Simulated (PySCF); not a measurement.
M06 on Si⁻ (silicon, charge -1), [Ne] 3s2 3p3, high-spin 4S determinant. All numbers are calculated (PySCF 2.14, the non-relativistic Hamiltonian (point nucleus), in dyall-av3z (19s12p3d2f, 84 functions)).

```
cycle= 1 E= -289.411710339947  delta_E= -0.0126  |g|= 0.222  |ddm|= 0.261
cycle= 2 E= -289.411898734637  delta_E= -0.000188  |g|= 0.017  |ddm|= 0.0871
cycle= 3 E= -289.411881018543  delta_E= 1.77e-05  |g|= 0.0107  |ddm|= 0.0426
cycle= 4 E= -289.411976612208  delta_E= -9.56e-05  |g|= 0.00239  |ddm|= 0.028
cycle= 5 E= -289.411980318378  delta_E= -3.71e-06  |g|= 0.000833  |ddm|= 0.031
cycle= 6 E= -289.411981818214  delta_E= -1.5e-06  |g|= 0.000193  |ddm|= 0.00879
cycle= 7 E= -289.411981879728  delta_E= -6.15e-08  |g|= 6.38e-05  |ddm|= 0.00293
cycle= 8 E= -289.411981886209  delta_E= -6.48e-09  |g|= 4.26e-06  |ddm|= 0.00064
cycle= 9 E= -289.411981886233  delta_E= -2.34e-11  |g|= 1.37e-06  |ddm|= 1.4e-05
converged SCF energy = -289.411981886233  <S^2> = 3.751383  2S+1 = 4.0006914
```

Highest occupied orbital energy: 0.636 eV; ⟨L²⟩ = 0.00; populations by l: s 6.00, p 9.00, d 0.00, f 0.00.

Q: Can this result be used?

A: With care. Self-consistency was reached. At M06 the highest occupied level has a positive energy, so only the finite basis holds that electron; in a semilocal or global hybrid functional this comes from self-interaction and does not mean that the real anion is unbound.
